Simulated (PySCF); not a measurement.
Isomers of CH5BSi. Gas-phase values, no solvent. One relaxed conformer stands for each flexible species; it need not be the lowest. Strings in code marks are SMILES.

Quantity: electronic energy of isomers of CH5BSi relative to `[H]/B=C\[SiH3]`, in eV.

A: `B1C[SiH2]1`
B: `[H]/B=[SiH]/C`
C: `C=B[SiH3]`
D: `CB=[SiH2]`
E: `B[SiH]=C`

Problem. Rank these by electronic energy of isomers of CH5BSi relative to `[H]/B=C\[SiH3]` (lowest first), as BP86/6-31G* // r2SCAN-D4/def2-TZVP (PySCF) gives it.

Solution. A (0.209 eV), C (0.272 eV), E (0.46 eV), D (0.55 eV), B (1.07 eV)
